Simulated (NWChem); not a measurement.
**Atomisation of aminoborane (H4BN)**

SMILES: BN
```xyz
6

B      0.0000     0.0000     0.7778
N      0.0000     0.0000    -0.6119
H     -1.0551     0.0000     1.3661
H      1.0551     0.0000     1.3661
H      0.8471     0.0000    -1.1691
H     -0.8471     0.0000    -1.1691
```
Charge 0, spin multiplicity 1.

The numbers come from NWChem runs, not from measurements. All single points use one geometry, from B3LYP/def2-SVP, a minimum by its harmonic frequencies. It is one conformer; others weren't searched.

Basis set: def2-TZVP. The atomisation energy is electronic alone: no zero-point, thermal, spin-orbit or counterpoise terms. No value is extrapolated to the basis-set limit. Free atoms are single determinants with multiplicities B 2, N 4, H 2.

B3LYP has NWChem's definition, with VWN1-RPA local correlation. No SCF solution was tested for a lower state.

Task: Order these methods by the atomisation energy they give, lowest first: PBE, LDA (SVWN5), B3LYP, TPSS, PBE0, M06-2X.

Result: PBE0 (499.8 kcal/mol), M06-2X (502.1 kcal/mol), B3LYP (505.0 kcal/mol), TPSS (506.7 kcal/mol), PBE (507.6 kcal/mol), LDA (SVWN5) (564.1 kcal/mol)
